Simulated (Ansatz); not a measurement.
CH9NSSi2, SMILES `CS[SiH](N)[SiH3]`. Charge 0, multiplicity 1.

```xyz
14

C     2.009   -0.903    0.346
S     1.137   -0.056    1.695
Si   -0.494    0.798    0.627
N     0.086    1.804   -0.638
Si   -1.854   -0.836   -0.358
H     2.108   -0.243   -0.516
H     3.000   -1.160    0.718
H     1.488   -1.815    0.057
H    -1.233    1.492    1.722
H     0.677    2.596   -0.441
H    -0.451    1.936   -1.479
H    -2.660   -1.519    0.689
H    -1.028   -1.856   -1.061
H    -2.785   -0.239   -1.359
```

**Question.** Give the diagnostics of a CCSD(T)/def2-TZVPP run (frozen core, Ansatz 0.2.0). (Best estimate.)

**Answer.** The calculation gave: T1 = 0.0117, largest single amplitude 0.016, largest double 0.016, (T) share of the correlation energy 3.9 %, 9 CCSD cycles. The RHF solution is stable towards an unrestricted one. T1 lies under the customary mark of 0.02 for closed shells.
